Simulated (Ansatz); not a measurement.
CdH₂⁻. The state is a doublet with charge -1. Geometry PBE-D4/def2-TZVP, that of the neutral singlet; atoms count from 1.

```csv
atom,x (Å),y (Å),z (Å)
Cd1,0.000,0.000,0.000
H2,-0.125,-1.466,0.816
H3,0.125,1.466,-0.816
```

In the def2 sets Cd takes a core potential; there is no spin–orbit coupling. The highest occupied level of the charge -1 doublet lies above zero (up to 2.33 eV). By energy differences it is unbound by 0.72 eV (vertical, against the charge 0 singlet, at PBE0-D4/def2-TZVPD) and held by the finite basis.

Problem. Estimate the Mulliken populations from the PBE0/def2-TZVPD orbitals of Ansatz.

Solution. 
```
atom  charge (e)  spin (α − β)  d electrons
 Cd1       -0.95          1.12         9.92
  H2       -0.03         -0.06            –
  H3       -0.03         -0.06            –
```
Mulliken values depend strongly on the basis. With diffuse functions, as here, like atoms can get unlike values, and bond orders can come out too low or too high.

Problem. Where does the spin sit?

Solution. Summed by element: Cd 1.12, H -0.12, of 1 unpaired in all. Largest on single atoms: Cd1 1.12, H2 -0.06, H3 -0.06.
